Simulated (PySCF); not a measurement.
Bond stretch in SMILES C[SeH] (CH4Se). The C1–Se5 bond (C1 also carries H, H, H; Se5 carries H) is varied alone, starting from the PBE0/def2-TZVP optimised geometry.

Levels: CASSCF(2,2)/cc-pVDZ (PySCF); UKS-B3LYP/6-31G* = unrestricted B3LYP/6-31G*, spherical d (PySCF); UCCSD(T) = CCSD(T) on UHF/cc-pVDZ, 10 core orbitals frozen in PySCF 2.14.0.

Energies relative to the lowest point of each curve near equilibrium, in kJ/mol:

| R / Å | CASSCF(2,2) | UKS-B3LYP/6-31G* |
|---|---|---|
| 1.66 | 145.5 | 133.6 |
| 1.74 | 72.8 | 65.4 |
| 1.89 | 9.4 | 6.9 |
| 2.07 | 3.8 | 5.3 |
| 2.25 | 32.8 | 39.2 |
| 2.60 | 112.7 | 135.4 |
| 3.20 | 207.6 | 260.1 |
| 3.52 | 229.4 | 283.6 |
| 3.89 | 240.6 | 296.3 |
| 4.29 | 245.1 | 302.4 |
| 5.79 | 247.8 | 306.9 |
| 6.87 | 247.9 | 307.0 |

Problem. Estimate the UCCSD(T) values at these points.

Solution. 1.66: 132.4; 1.74: 63.0; 1.89: 5.5; 2.07: 7.0; 2.25: 43.1; 2.60: 142.4; 3.20: 264.4; 3.52: 283.0; 3.89: 290.2; 4.29: 293.0; 5.79: 295.2; 6.87: 295.4 (kJ/mol).

The unrestricted determinant behind UKS-B3LYP/6-31G* is spin-contaminated at 2.90 to 6.87 Å (<S²> up to 1.0, against 0.00 for a pure singlet). The unrestricted determinant behind UCCSD(T) is spin-contaminated at 2.44 to 6.87 Å (<S²> up to 1.0, against 0.00 for a pure singlet).
